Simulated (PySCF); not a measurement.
CH5F3Si2.

```xyz
11

F     -2.4705    -0.4196     0.5775
Si    -1.3419    -0.2170    -0.5742
C      0.3638     0.0609     0.2551
F      0.2626     1.1753     1.0847
F      0.6256    -1.0331     1.0768
Si     1.9220     0.3202    -0.8565
H     -1.6821     0.9812    -1.3755
H     -1.2740    -1.4439    -1.4011
H      2.1026    -0.8815    -1.7113
H      3.0833     0.5108     0.0450
H      1.7063     1.5186    -1.7080
```

The structure is a stationary point at TPSSh-D3(BJ)/def2-SVP. This is a generated structure with no PubChem entry under its InChIKey; it may be hypothetical. Other conformers were not sampled.

Method: KT2/pcSseg-1 (PySCF). Non-relativistic, no solvent.

### Question
Give the absolute GIAO shielding of each atom: isotropic value and principal components (ppm). (The exact figures need the calculation; the answer reports its results.)

### Answer

```tsv
atom	σ(iso)	σ11	σ22	σ33	span
F1	399.3	375.1	388.4	434.4	59.4
Si2	371.0	331.3	348.3	433.3	102.0
C3	41.6	33.6	40.8	50.3	16.7
F4	286.8	126.9	278.0	455.5	328.6
F5	286.8	127.0	277.8	455.8	328.8
Si6	441.6	421.9	428.4	474.4	52.6
H7	26.0	22.9	25.1	30.0	7.1
H8	26.0	22.9	25.1	30.0	7.1
H9	27.4	24.3	25.8	32.1	7.8
H10	27.2	24.3	25.6	31.7	7.4
H11	27.4	24.3	25.8	32.1	7.8
```
